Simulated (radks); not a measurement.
Re2+, configuration [Xe] 4f12 5d4.5 6p2.5 (fractional occupations, a model configuration).

Method: Dirac Kohn-Sham, LDA (Slater exchange, Perdew-Wang correlation), spin-unpolarised, spherical densities, finite nucleus; open shells are shared between the two j in proportion to 2j + 1; Fermi nuclear charge, rms radius 5.3698 fm; computed with a radial shooting solver on a logarithmic mesh with Libxc functionals.

Energy parts (eV):
| part | energy |
|---|---|
| total | -454423.63 |
| kinetic | 513541.91 |
| electron-nucleus | -1133413.62 |
| Hartree | 174175.08 |
| exchange-correlation | -8727.00 |

Orbitals (lengths in bohr, moments of r in powers of bohr):
orbital      occ.  eigenvalue (eV)      <r^2>  small-component weight
1s1/2           2        -71523.65  0.0004487                8.01e-02
2s1/2           2        -12438.68   0.006829                1.82e-02
2p1/2           2        -11910.68   0.004864                1.83e-02
2p3/2           4        -10472.96   0.006062                1.65e-02
3s1/2           2        -2923.144    0.04457                6.00e-03
3p1/2           2        -2686.263    0.04081                5.95e-03
3p3/2           4        -2374.201    0.04737                5.43e-03
3d3/2           4        -1973.683    0.03663                5.31e-03
3d5/2           6        -1905.923    0.03843                5.17e-03
4s1/2           2        -650.6888     0.2178                2.01e-03
4p1/2           2        -551.6511     0.2235                1.93e-03
4p3/2           4        -477.6687     0.2576                1.72e-03
4d3/2           4        -314.2912     0.2762                1.53e-03
4d5/2           6        -300.4785     0.2885                1.48e-03
4f5/2     5.14286         -93.8283     0.3647                1.12e-03
4f7/2     6.85714         -91.1081     0.3743                1.10e-03
5s1/2           2        -122.8479      1.123                5.03e-04
5p1/2           2         -91.1725      1.319                4.31e-04
5p3/2           4         -78.4470      1.542                3.74e-04
5d3/2         1.8         -34.8997      2.602                2.27e-04
5d5/2         2.7         -33.4382      2.743                2.16e-04
6p1/2    0.833333         -19.2696      8.850                7.23e-05
6p3/2     1.66667         -17.5288      10.18                6.37e-05

The highest occupied level is 6p3/2 at -17.529 eV. The electron density at the nucleus is 1.54e+06 e/bohr^3. Summed over all electrons, <r^2> = 57.47 bohr^2, which gives a Langevin (diamagnetic) susceptibility term of -45.5 x 10^-6 cm^3/mol. The density falls to 0.001 e/bohr^3 at r = 4.51 bohr.
